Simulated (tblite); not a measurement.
Record of a relaxation.

Species: C3H9Ge2 (charge -1).
Bonds: C1–C2 (double), C2–C3, C3–Ge4, Ge4–Ge5. Hydrogens: H6, H7 on C1; H8 on C2; H9, H10 on C3; H11 on Ge4; H12, H13, H14 on Ge5.
Bond orders are those of one Lewis drawing.

Computed with GFN2-xTB (tblite), gas phase: L-BFGS steps from a force-field or distance-geometry start until the largest atomic force falls under 0.01 eV/Å. 12 of its 122 geometries are shown.

Step 0: E = -407.9009 eV, largest atomic force 4.245 eV/Å
```
atom  x, y, z in Å  |  force x, y, z in eV/Å
C1     -1.653    1.096    0.887   -0.228   0.418  -0.550
C2     -1.373    0.494   -0.274   -0.214  -1.381   1.048
C3     -1.036   -0.978   -0.319   -1.922   1.931  -0.839
Ge4     0.690   -1.321    0.485    1.865  -3.813   0.048
Ge5     2.362   -0.027   -0.608   -1.723   0.007   1.041
H6     -1.668    0.549    1.823   -0.012   0.183  -0.212
H7     -1.902    2.159    0.894    0.127  -0.299   0.274
H8     -1.385    1.067   -1.183    0.220   0.105  -0.333
H9     -0.999   -1.302   -1.382   -0.077   0.026   0.610
H10    -1.835   -1.563    0.202    0.653   0.397  -0.388
H11     0.644   -0.941    1.992   -0.189   1.189   0.227
H12     2.407   -0.422   -2.112    0.501   0.456   0.292
H13     3.739   -0.288    0.049    0.016   0.410  -0.606
H14     2.008    1.476   -0.490    0.983   0.372  -0.614
```

Step 11: E = -409.3692 eV, largest atomic force 0.213 eV/Å
```
atom  x, y, z in Å  |  force x, y, z in eV/Å
C1     -1.684    1.108    0.877    0.020   0.006   0.072
C2     -1.353    0.471   -0.237   -0.065  -0.056   0.032
C3     -1.064   -0.959   -0.324    0.076  -0.185   0.074
Ge4     0.687   -1.727    0.543    0.042   0.040  -0.132
Ge5     2.180   -0.059   -0.481    0.050   0.041  -0.035
H6     -1.703    0.585    1.816   -0.079  -0.060   0.125
H7     -1.895    2.163    0.915    0.005   0.118  -0.046
H8     -1.320    1.032   -1.165    0.178   0.062  -0.083
H9     -1.046   -1.289   -1.366   -0.010  -0.024  -0.040
H10    -1.832   -1.541    0.187   -0.156  -0.014   0.061
H11     0.630   -0.830    1.902   -0.093   0.054  -0.016
H12     2.495   -0.293   -2.005   -0.011   0.012  -0.035
H13     3.699   -0.164   -0.093    0.031   0.025   0.018
H14     2.204    1.502   -0.607    0.012  -0.020   0.004
```

Step 22: E = -409.4312 eV, largest atomic force 0.186 eV/Å
```
atom  x, y, z in Å  |  force x, y, z in eV/Å
C1     -1.707    1.089    0.896    0.075   0.016  -0.026
C2     -1.289    0.421   -0.175   -0.083  -0.146  -0.081
C3     -1.127   -1.025   -0.292    0.069  -0.113   0.004
Ge4     0.686   -1.725    0.504   -0.003   0.082  -0.132
Ge5     2.200   -0.008   -0.523   -0.011  -0.085   0.002
H6     -1.905    0.602    1.838   -0.151  -0.081  -0.069
H7     -1.793    2.163    0.889    0.052   0.087   0.054
H8     -1.026    0.988   -1.064    0.043   0.047  -0.015
H9     -1.153   -1.352   -1.338   -0.021   0.090   0.041
H10    -1.915   -1.573    0.237    0.110   0.086   0.068
H11     0.510   -0.783    1.797    0.069   0.020   0.143
H12     2.524   -0.241   -2.066    0.007   0.051   0.087
H13     3.737   -0.116   -0.106   -0.140  -0.011  -0.053
H14     2.256    1.561   -0.635   -0.015  -0.042  -0.022
```

Step 33: E = -409.4794 eV, largest atomic force 0.188 eV/Å
```
atom  x, y, z in Å  |  force x, y, z in eV/Å
C1     -1.743    1.084    0.861    0.041  -0.043   0.074
C2     -1.227    0.400   -0.156    0.037   0.042  -0.082
C3     -1.142   -1.050   -0.266   -0.016   0.038   0.019
Ge4     0.711   -1.705    0.462   -0.052  -0.029  -0.069
Ge5     2.163    0.032   -0.568    0.054  -0.180   0.012
H6     -2.194    0.576    1.700   -0.034   0.008   0.019
H7     -1.653    2.156    0.942   -0.087   0.012  -0.055
H8     -0.761    0.954   -0.967    0.037  -0.010   0.000
H9     -1.261   -1.389   -1.300    0.060   0.007   0.047
H10    -1.894   -1.550    0.350   -0.003   0.018  -0.009
H11     0.538   -0.788    1.787    0.075  -0.010   0.044
H12     2.539   -0.178   -2.088   -0.043   0.001  -0.007
H13     3.672   -0.123   -0.127   -0.051   0.014   0.003
H14     2.252    1.580   -0.666   -0.018   0.133   0.004
```

Step 44: E = -409.4953 eV, largest atomic force 0.080 eV/Å
```
atom  x, y, z in Å  |  force x, y, z in eV/Å
C1     -1.754    1.092    0.850   -0.051   0.019  -0.013
C2     -1.201    0.418   -0.154   -0.012   0.053   0.056
C3     -1.124   -1.033   -0.249    0.010   0.041   0.009
Ge4     0.712   -1.736    0.448    0.038  -0.025   0.033
Ge5     2.146    0.007   -0.571    0.067  -0.040  -0.018
H6     -2.231    0.576    1.670   -0.017   0.028  -0.006
H7     -1.727    2.170    0.911    0.015  -0.018   0.004
H8     -0.708    0.974   -0.946    0.003  -0.028  -0.024
H9     -1.225   -1.379   -1.282    0.003   0.009   0.008
H10    -1.901   -1.508    0.355    0.019  -0.036  -0.019
H11     0.644   -0.843    1.812   -0.024  -0.028  -0.020
H12     2.505   -0.180   -2.101   -0.012   0.008   0.015
H13     3.653   -0.126   -0.129   -0.013   0.003  -0.027
H14     2.210    1.570   -0.651   -0.025   0.012   0.004
```

Step 55: E = -409.5020 eV, largest atomic force 0.047 eV/Å
```
atom  x, y, z in Å  |  force x, y, z in eV/Å
C1     -1.791    1.113    0.837    0.007  -0.006  -0.003
C2     -1.183    0.427   -0.126   -0.019  -0.003  -0.006
C3     -1.104   -1.024   -0.229    0.007  -0.004  -0.004
Ge4     0.729   -1.767    0.444   -0.015  -0.020   0.014
Ge5     2.158   -0.022   -0.578    0.041   0.020  -0.012
H6     -2.317    0.615    1.638   -0.011  -0.009  -0.006
H7     -1.756    2.190    0.889    0.008   0.003   0.000
H8     -0.650    0.971   -0.901   -0.008   0.014   0.017
H9     -1.201   -1.351   -1.269   -0.002  -0.013   0.010
H10    -1.881   -1.516    0.363    0.000   0.018  -0.017
H11     0.672   -0.895    1.817    0.003   0.009   0.006
H12     2.487   -0.169   -2.117   -0.017  -0.006   0.008
H13     3.676   -0.115   -0.173   -0.002   0.007  -0.014
H14     2.160    1.544   -0.634    0.006  -0.008   0.008
```

Step 66: E = -409.5032 eV, largest atomic force 0.030 eV/Å
```
atom  x, y, z in Å  |  force x, y, z in eV/Å
C1     -1.805    1.113    0.832    0.009   0.008   0.027
C2     -1.181    0.430   -0.123   -0.003  -0.002  -0.017
C3     -1.100   -1.021   -0.228    0.006   0.003   0.001
Ge4     0.728   -1.773    0.455   -0.001   0.001   0.009
Ge5     2.171   -0.033   -0.574    0.000   0.009   0.000
H6     -2.349    0.616    1.621   -0.001  -0.013  -0.007
H7     -1.760    2.190    0.891   -0.015   0.005  -0.004
H8     -0.637    0.983   -0.884    0.010  -0.022   0.007
H9     -1.190   -1.352   -1.266    0.008   0.010  -0.007
H10    -1.884   -1.510    0.357    0.004   0.002   0.001
H11     0.683   -0.898    1.829   -0.009   0.009  -0.004
H12     2.464   -0.172   -2.120   -0.011  -0.002   0.001
H13     3.699   -0.106   -0.205    0.000  -0.014  -0.006
H14     2.159    1.532   -0.621    0.002   0.003   0.000
```

Step 77: E = -409.5055 eV, largest atomic force 0.071 eV/Å
```
atom  x, y, z in Å  |  force x, y, z in eV/Å
C1     -1.831    1.107    0.820   -0.032   0.022   0.059
C2     -1.156    0.436   -0.106   -0.012  -0.001  -0.032
C3     -1.077   -1.014   -0.223   -0.004   0.016  -0.007
Ge4     0.734   -1.766    0.497    0.014   0.011   0.026
Ge5     2.183   -0.045   -0.563   -0.019  -0.008  -0.017
H6     -2.420    0.592    1.564   -0.015   0.000   0.028
H7     -1.798    2.183    0.903    0.011  -0.017  -0.021
H8     -0.568    0.992   -0.829    0.019   0.009  -0.018
H9     -1.148   -1.330   -1.267    0.038  -0.014  -0.024
H10    -1.879   -1.503    0.336    0.001  -0.007   0.012
H11     0.673   -0.861    1.854   -0.003  -0.008  -0.012
H12     2.371   -0.174   -2.125   -0.008   0.007  -0.003
H13     3.734   -0.138   -0.301   -0.012  -0.008   0.008
H14     2.180    1.522   -0.597    0.022  -0.004   0.001
```

Step 88: E = -409.5104 eV, largest atomic force 0.047 eV/Å
```
atom  x, y, z in Å  |  force x, y, z in eV/Å
C1     -1.880    1.080    0.814    0.006   0.027   0.014
C2     -1.133    0.450   -0.087   -0.024  -0.018  -0.004
C3     -1.015   -0.994   -0.232   -0.025  -0.011   0.012
Ge4     0.747   -1.722    0.614   -0.015   0.007   0.004
Ge5     2.187   -0.067   -0.547   -0.010  -0.001  -0.028
H6     -2.500    0.537    1.512   -0.006  -0.013  -0.010
H7     -1.875    2.154    0.923    0.006   0.006  -0.011
H8     -0.511    1.036   -0.757    0.002   0.011  -0.006
H9     -0.990   -1.294   -1.284    0.006   0.021   0.024
H10    -1.851   -1.505    0.254   -0.010  -0.043  -0.017
H11     0.624   -0.744    1.912    0.031   0.004   0.000
H12     2.163   -0.173   -2.122    0.011   0.010   0.019
H13     3.749   -0.256   -0.479    0.017  -0.018   0.000
H14     2.284    1.495   -0.557    0.011   0.016   0.003
```

Step 99: E = -409.5129 eV, largest atomic force 0.031 eV/Å
```
atom  x, y, z in Å  |  force x, y, z in eV/Å
C1     -1.912    1.073    0.810    0.003   0.009  -0.021
C2     -1.135    0.448   -0.068    0.012  -0.010   0.018
C3     -1.003   -0.993   -0.225   -0.001  -0.001  -0.003
Ge4     0.751   -1.699    0.659    0.004  -0.005  -0.009
Ge5     2.188   -0.073   -0.551   -0.003  -0.008  -0.030
H6     -2.566    0.529    1.474   -0.016  -0.012   0.018
H7     -1.901    2.147    0.924   -0.020   0.016   0.009
H8     -0.482    1.040   -0.702   -0.009   0.007  -0.009
H9     -0.922   -1.271   -1.280   -0.009  -0.013   0.003
H10    -1.852   -1.528    0.211    0.009   0.011   0.000
H11     0.647   -0.686    1.932   -0.002   0.009  -0.003
H12     2.095   -0.145   -2.125    0.006   0.000   0.014
H13     3.744   -0.328   -0.555    0.016  -0.006   0.002
H14     2.349    1.486   -0.541    0.010   0.002   0.013
```

Step 110: E = -409.5157 eV, largest atomic force 0.025 eV/Å
```
atom  x, y, z in Å  |  force x, y, z in eV/Å
C1     -1.974    1.058    0.806    0.001  -0.003  -0.025
C2     -1.154    0.455   -0.050    0.003   0.010   0.001
C3     -0.987   -0.982   -0.214   -0.003   0.011   0.012
Ge4     0.765   -1.661    0.696    0.001  -0.004   0.006
Ge5     2.219   -0.098   -0.570   -0.001  -0.002  -0.016
H6     -2.641    0.494    1.443   -0.001  -0.017   0.013
H7     -1.995    2.130    0.930   -0.002   0.003  -0.003
H8     -0.495    1.067   -0.659   -0.003  -0.004   0.007
H9     -0.888   -1.253   -1.269    0.004   0.001   0.002
H10    -1.830   -1.536    0.207   -0.009   0.006   0.003
H11     0.682   -0.580    1.912   -0.014  -0.012   0.015
H12     2.060   -0.089   -2.138    0.012   0.005  -0.004
H13     3.756   -0.449   -0.644    0.002   0.003  -0.005
H14     2.481    1.443   -0.485    0.010   0.003  -0.006
```

Step 121: E = -409.5163 eV, largest atomic force 0.009 eV/Å
```
atom  x, y, z in Å  |  force x, y, z in eV/Å
C1     -1.998    1.052    0.801    0.000   0.001  -0.002
C2     -1.157    0.460   -0.041    0.001  -0.002  -0.002
C3     -0.980   -0.976   -0.206    0.006   0.000   0.002
Ge4     0.770   -1.649    0.713   -0.003   0.002   0.000
Ge5     2.228   -0.104   -0.582   -0.002   0.000   0.005
H6     -2.668    0.478    1.425   -0.003  -0.001   0.004
H7     -2.031    2.124    0.929   -0.002   0.003  -0.001
H8     -0.491    1.077   -0.637   -0.002   0.000   0.002
H9     -0.869   -1.245   -1.260   -0.002   0.000  -0.004
H10    -1.826   -1.534    0.206   -0.001   0.000   0.001
H11     0.684   -0.557    1.922    0.001  -0.006  -0.002
H12     2.051   -0.064   -2.147    0.000  -0.002   0.002
H13     3.754   -0.492   -0.684    0.003   0.000  -0.001
H14     2.532    1.428   -0.477    0.006   0.004  -0.005
```

**Question.** Summarise the path.

**Answer.** The energy falls by 1.6154 eV from step 0 to step 121; nine tenths of that is first reached at step 9. It falls at every step. The largest force goes from 4.245 to 0.009 eV/Å. Among the bonds C3–Ge4 changes most, from 1.934 to 2.088 Å; the atoms move by 0.535 Å rms after alignment.

**Question.** Follow the three bonds and two angles with the largest change from start to end.

**Answer.** 
```csv
step,E above end (eV),largest force (eV/Å),C3–Ge4 (Å),Ge4–Ge5 (Å),Ge4–H11 (Å),Ge4–Ge5–H14 (°),Ge5–Ge4–H11 (°)
0,1.6154,4.245,1.934,2.381,1.554,109.4,109.4
5,0.2637,0.835,2.174,2.427,1.732,134.3,91.5
11,0.1471,0.213,2.099,2.461,1.630,135.9,89.7
16,0.1225,0.205,2.083,2.458,1.633,136.3,90.1
21,0.0907,0.222,2.098,2.502,1.616,136.9,89.6
26,0.0594,0.252,2.085,2.487,1.627,137.1,90.7
32,0.0396,0.263,2.096,2.489,1.624,138.7,90.5
37,0.0277,0.078,2.092,2.475,1.621,138.6,89.7
42,0.0229,0.107,2.084,2.486,1.633,138.6,88.8
47,0.0189,0.063,2.094,2.475,1.627,137.7,89.3
53,0.0148,0.033,2.087,2.478,1.630,136.1,89.4
58,0.0139,0.021,2.089,2.483,1.627,135.7,89.4
63,0.0134,0.029,2.089,2.482,1.629,135.4,89.4
68,0.0129,0.029,2.093,2.486,1.630,134.9,89.3
74,0.0119,0.038,2.090,2.487,1.631,134.8,89.4
79,0.0093,0.063,2.089,2.486,1.630,134.3,90.0
84,0.0070,0.032,2.085,2.482,1.627,134.8,90.6
89,0.0054,0.048,2.086,2.483,1.631,134.9,91.0
95,0.0037,0.018,2.088,2.486,1.631,135.0,90.8
100,0.0032,0.037,2.086,2.486,1.630,134.9,90.5
105,0.0020,0.051,2.088,2.485,1.631,134.0,90.1
110,0.0006,0.025,2.088,2.482,1.629,133.6,89.6
116,0.0001,0.013,2.087,2.487,1.629,133.3,89.9
121,0.0000,0.009,2.088,2.488,1.631,133.4,90.1
```

The cost below is that of the whole relaxation. Hardware: one thread, Arm Neoverse N1 (aarch64), shared host with 64 logical CPUs at a one-minute load of 62. Cost: 1.1 s wall.
